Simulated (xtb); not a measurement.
C$_{4}$H$_{4}$N (SMILES [c]1ccc[nH]1), doublet, geometry from GFN2-xTB. Base run: GFN2-xTB (xtb 6.7.1).

Input for xtb:
```
$ xtb mol.xyz --gfn 2 --uhf 1 --json

# file mol.xyz
9

H     -0.00306512     0.07735829     2.15139521
N     -0.00173582     0.06478905     1.14577413
C     -0.00544177     1.14296516     0.34032033
C      0.00416020    -1.05198339     0.35633521
C     -0.00219146     0.77883833    -0.96507126
C      0.00402130    -0.64308464    -0.94873942
H      0.00794089    -2.03683772     0.77993376
H     -0.00387345     1.41173950    -1.82730995
H      0.00785878    -1.26619621    -1.82150703
```

The base run was repeated with changes; each row names its change, and settings that it needs were set with it.

```
change               ΔE vs base (kcal/mol)  dipole (D)  G_solv (kcal/mol)  SCF cycles
-------------------  ---------------------  ----------  -----------------  ----------
base                                 0.000        1.88                  -          12
alpb = benzene                       -3.81        2.05              -3.86          12
gbsa = acetonitrile                  -4.91        2.16              -5.11          12
acc = 30                             0.000        1.88                  -           9
gbsa = water                         -2.17        2.27              -2.58          12
acc = 1000                           0.001        1.88                  -           7
etemp = 10000                       -29.29        2.02                  -          12
etemp = 3000                         -2.62        1.96                  -          12
etemp = 5000                         -7.56        2.02                  -          12
```

ALPB and GBSA are two models with their own fitted parameters for each solvent, which aren't always the measured dielectric constant.
